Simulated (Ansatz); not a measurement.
Consider the formal exchange of groups at a Ge–I bond: `[GeH3][I]` + `C#[C][AlH2]` → `C#[C][AlH][GeH3]` + HI.

Computed with Ansatz on PBE0-D4/def2-TZVP structures; ΔE is electronic, products minus reactants. CCSD(T)/CBS adds triple-zeta CCSD(T) − MP2 to the extrapolated MP2 energy (def2 sets, frozen cores). Functionals use def2-TZVPP. B3LYP here is the variant with VWN-RPA as its local correlation; programs differ in this. HSE06 is defined as in plane-wave codes. def2 core potentials past Kr. For Ge, I outer-core shells are correlated without core-valence functions, which leaves a few kJ/mol of doubt a bond. Scalar relativity is left out up to krypton.

| level | ΔE (kJ/mol) | difference from CCSD(T)/CBS |
| --- | --- | --- |
| LDA (SPW92) | 35.4 | -16.0 |
| PBE-D4 | 42.1 | -9.3 |
| revPBE-D4 | 44.2 | -7.2 |
| BLYP-D4 | 48.2 | -3.2 |
| r2SCAN-D4 | 48.8 | -2.6 |
| B97M-V | 56.9 | 5.5 |
| PBE0-D4 | 47.6 | -3.8 |
| B3LYP-D4 | 52.0 | 0.6 |
| r2SCANh-D4 | 50.2 | -1.2 |
| HSE06-D4 | 47.9 | -3.5 |
| BHLYP-D4 | 59.6 | 8.2 |
| CAM-B3LYP-D4 | 51.8 | 0.4 |
| ωB97X-V | 54.3 | 2.9 |
| ωB97M-V | 54.5 | 3.1 |
| PBE-QIDH | 54.1 | 2.7 |
| PBE | 42.2 | -9.2 |
| revPBE | 44.2 | -7.2 |
| BLYP | 48.0 | -3.4 |
| r2SCAN | 49.2 | -2.2 |
| PBE0 | 47.9 | -3.5 |
| B3LYP | 51.9 | 0.5 |
| r2SCANh | 50.7 | -0.7 |
| r2SCAN0 | 52.9 | 1.5 |
| HSE06 | 48.2 | -3.2 |
| CAM-B3LYP | 52.2 | 0.8 |
| LC-ωPBE | 49.3 | -2.1 |
| RPA@PBE/def2-TZVPP | 45.3 | -6.1 |
| HF/def2-SVP | 71.1 | 19.7 |
| MP2/def2-SVP | 58.8 | 7.4 |
| CCSD/def2-SVP | 51.8 | 0.4 |
| MP2/def2-TZVPP | 57.5 | 6.1 |
| SCS-MP2/def2-TZVPP | 58.2 | 6.8 |
| CCSD/def2-TZVPP | 48.4 | -3.0 |
| CCSD(T)/def2-TZVPP | 46.8 | -4.6 |
| HF/def2-QZVPP | 73.1 | 21.7 |
| MP2/def2-QZVPP | 60.6 | 9.2 |
| SCS-MP2/def2-QZVPP | 61.3 | 9.9 |
| HF/CBS(def2) | 73.2 | 21.8 |
| MP2/CBS(def2) | 62.1 | 10.7 |
| CCSD/CBS(def2) | 53.0 | 1.6 |
| CCSD(T)/CBS | 51.4 | 0 |

Largest T1 diagnostic among the species: 0.013.

From r2SCAN to r2SCAN0 (25 % exact exchange), in def2-TZVPP and without D4, ΔE moves by +3.7 kJ/mol. Leaving LDA and LC-ωPBE aside and taking each functional with its dispersion term where it has one, the values spread over 17.5 kJ/mol, from PBE-D4 to BHLYP-D4. LDA lies −6.8 kJ/mol from PBE without D4. In def2-TZVPP, CCSD(T) changes the Hartree–Fock value by −25.1 kJ/mol (the triples alone add −1.6 kJ/mol) and MP2 by −14.4 kJ/mol.
